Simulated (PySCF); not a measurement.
```xyz
4
charge 0 multiplicity 1, angstrom
N     0.0000   -0.5656   -1.0880
Bi    0.0000   -0.1827    1.4260
Bi    1.9786    0.1069   -0.6751
Bi   -1.9786    0.1069   -0.6751
```

All numbers come from PBE0/[N def2-SVP, Bi def2-SVP with ECP60], scalar-relativistic core potentials, density fitting, no spin–orbit coupling, PySCF.

This geometry of Bi₃N is a stationary point at this level.

What is the point group?

Cs.

Is it a minimum?

Yes: all harmonic wavenumbers are real.

List the harmonic modes with their infrared intensities.


```
symmetry  ω (cm⁻¹)  IR (km/mol)
      a'       108          1.3
     a''       122          0.5
      a'       141          4.0
      a'       204          8.4
      a'       385         34.3
     a''       648         30.3
```

Give the ideal-gas entropy at 298.15 K and 1 bar by parts.

translation 189.5, rotation 138.4, vibration 52.9, spin 0.0; total 380.7 J/(mol K).

Only a few start shapes were tried, so a lower isomer may exist. At this level a singlet minimum of C3v symmetry lies 164 kJ/mol below this structure. No spin–orbit coupling is included, which matters more the heavier the element.
